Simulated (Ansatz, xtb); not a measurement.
Molecule: CH2N, charge 0, multiplicity 2. It need not be the lowest isomer of its formula. SMILES: [CH][NH]
Structure (B3LYP-D3(BJ)/def2-TZVP (Ansatz, a quantum-chemistry and plane-wave program) minimum search):
```xyz
4

C      0.0330     0.0062    -0.6452
N     -0.0307    -0.0059     0.5805
H      0.9162     0.2940    -1.2272
H     -0.8993    -0.2899     1.0349
```
Charge 0, spin multiplicity 2.

Harmonic wavenumbers from GFN2-xTB (xtb, at its own minimum), cm⁻¹: 878, 976, 1155, 1880, 3011, 3326.

Give the harmonic wavenumbers at B3LYP-D3(BJ)/def2-TZVP (Ansatz, finite differences of forces, unscaled).

909, 970, 1188, 1805, 3010, 3412 cm⁻¹. Zero-point energy 16.1 kcal/mol.

From these and the geometry, give the ideal-gas thermochemistry at 298.15 K and 1 atm (rigid rotor, harmonic oscillator).

Point group Cs, rotational symmetry number 1. Rotational constants 417.5, 38.98, 35.65 GHz. S(trans) 35.93, S(rot) 16.97, S(vib) 0.29, S(elec, spin only) 1.38, S 54.6 cal/(mol K). H(298) - H(0) 2.44 kcal/mol; G - E(el) 2.3 kcal/mol.
